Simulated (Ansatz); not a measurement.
Born–Oppenheimer molecular dynamics of Cl₃H₄PSn (9 atoms, charge 0, multiplicity 1). It starts at the highest image of a converged band. Of that band: A structure lower than the first end lies on the path between it and the top, so the climb from that side starts below the end, which may itself be a saddle point or a shallow side well. Neighbouring images differ by up to 1.3 eV, so the band resolves the path poorly. A vibrational analysis at the climbing image gives one clearly imaginary mode, 540i cm⁻¹: a first-order saddle point.

Method: RKS PBE-D4/def2-SVP (Ansatz).

```json
{
 "ensemble": "NVE (velocity Verlet)",
 "time step": "0.5 fs",
 "steps asked": "200",
 "starting velocities drawn for": "100 K",
 "seed": "7173"
}
```

First frame:

```xyz
9
Properties=species:S:1:pos:R:3
Sn -0.316 -0.169 0.115
Cl 0.224 0.615 2.580
H 1.381 -0.130 -0.195
Cl -1.138 1.534 -1.353
Cl -0.790 -2.420 -0.607
P -2.757 -0.163 1.553
H -3.169 0.652 0.461
H -2.852 -1.494 1.057
H -1.431 0.263 2.325
```

Question: How far do the bonds stretch over the last three quarters of this one trajectory? (Pairs bonded in most of those frames.)

Answer: 
```json
{"bond": "Sn1–Cl2", "mean (Å)": "2.461", "spread (Å)": "0.144", "shortest": "2.24", "longest": "2.63"}
{"bond": "Sn1–H3", "mean (Å)": "1.730", "spread (Å)": "0.013", "shortest": "1.71", "longest": "1.75"}
{"bond": "Sn1–Cl4", "mean (Å)": "2.398", "spread (Å)": "0.010", "shortest": "2.36", "longest": "2.41"}
{"bond": "Sn1–Cl5", "mean (Å)": "2.401", "spread (Å)": "0.012", "shortest": "2.37", "longest": "2.42"}
{"bond": "P6–H7", "mean (Å)": "1.437", "spread (Å)": "0.031", "shortest": "1.37", "longest": "1.48"}
{"bond": "P6–H8", "mean (Å)": "1.436", "spread (Å)": "0.021", "shortest": "1.40", "longest": "1.48"}
{"bond": "P6–H9", "mean (Å)": "1.451", "spread (Å)": "0.055", "shortest": "1.36", "longest": "1.60"}
```

Pairs bonded in part of these frames only: Sn1–P6 39 %.

Mean temperature of the second half: 788 K. The conserved energy stayed within 0.063 meV per atom of its start (net change 0.043 meV per atom), so the integration is sound. The kinetic energy rose, since the run started high on the potential surface and went downhill. It ends in pieces (Cl3HSn + H3P), so much of that is their flight and rotation, not heat. A run of 0.1 ps of so small a system gives no equilibrium averages. The orbitals stay closed-shell, which can raise the energy where a bond breaks towards radicals; this wasn't checked here.

Run time: 4.6 min on 4 threads of Arm Neoverse V1, with other jobs on the host, peak memory 0.19 GiB.
